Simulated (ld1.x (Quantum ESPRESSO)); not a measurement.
## tellurium, TM: configuration errors across variants

ld1.x (Quantum ESPRESSO) 7.5 input, shortened:

```
&input
   title='Te', zed=52., rel=1, dft='PZ', iswitch=3,
   config='[Kr] 4d10 5s2 5p4'
 /
 &inputp
   pseudotype=2, tm=.true., lloc=-1, rcloc=1.20,
   nlcc=.false.
 /
3
5S  1  0   2.00   0.00  1.70  1.70  0.0
5P  2  1   4.00   0.00  1.60  1.60  0.0
4D  3  2  10.00   0.00  1.50  1.50  0.0
 &test
   configts(1)='4d10 5s2 5p4'
 /
```

All-electron excitation energies from the reference (eV): (1) 4d10 5s2 5p3 9.916; (2) 4d10 5s2 5p2 28.089; (3) 4d10 5s2 5p1 55.321; (4) 4d10 5s2 5p3.5 3.985; (5) 4d10 5s0 5p6 18.915; (6) 4d10 5s2 5p4.3 -1.516; (7) 4d10 5s2 5p0 92.227; (8) 4d10 5s2 5p4 spin -0.480; (9) 4d10 5s2 5p3 spin 8.605.

Spin tests fill each open shell by Hund’s rule, majority spin first.

4 further variants failed, have other tests or too few solved ones, and are left out.

A true bound ghost makes a file unfit for plane-wave use even where its test errors are small: the radial tests pick states by their node count and pass the ghost by.

Errors AE − PS in meV (a dash: test not solved or not reliable):

| change | (1) | (2) | (3) | (4) | (5) | (6) | (7) | (8) | (9) | bound ghosts |
| --- | --- | --- | --- | --- | --- | --- | --- | --- | --- | --- |
| base | -4.2 | -11 | -5.4 | -1.5 | -6.6 | +0.2 | +42 | +6.4 | +19 | s, p |
| wave 5s (bound): rc 1.70 bohr becomes 5s (bound): rc 1.74 bohr | -4.2 | -11 | -5.6 | -1.5 | -6.2 | +0.2 | +42 | +6.3 | +19 | s, p |
| wave 4d (bound): rc 1.50 bohr becomes 4d (bound): rc 2.26 bohr | -4.3 | -12 | -9.8 | -1.5 | -10 | +0.2 | +30 | +3.8 | +11 | s, p |
| all radii scaled by about 1.27 (s 2.16, p 2.02, d 1.90 bohr); local potential all-electron potential smoothed inside 1.52 bohr (lloc = -1) | +3.9 | +23 | +50 | +0.3 | +2.1 | +0.7 | +31 | +12 | +33 | s |
| type TM semilocal; local potential the p channel | +2.2 | +15 | +35 | 0.0 | +11 | +0.6 | +36 | +7.2 | +20 | none |
| local potential the s channel | -0.1 | +4.4 | +16 | -0.5 | +4.3 | +0.5 | +30 | +6.6 | +19 | p |
| all radii scaled by about 1.28 (s 2.18, p 2.06, d 1.92 bohr); local potential all-electron potential smoothed inside 1.54 bohr (lloc = -1) | +3.8 | +23 | +50 | +0.3 | +1.2 | +0.8 | +32 | +12 | +34 | s |

Problem. Give the same row for: local potential all-electron potential smoothed inside 1.56 bohr (lloc = -1).

Solution. +6.9, +36, +72, +1.1, +24, +0.9, +7.3, +7.6, +20; bound ghosts: s.
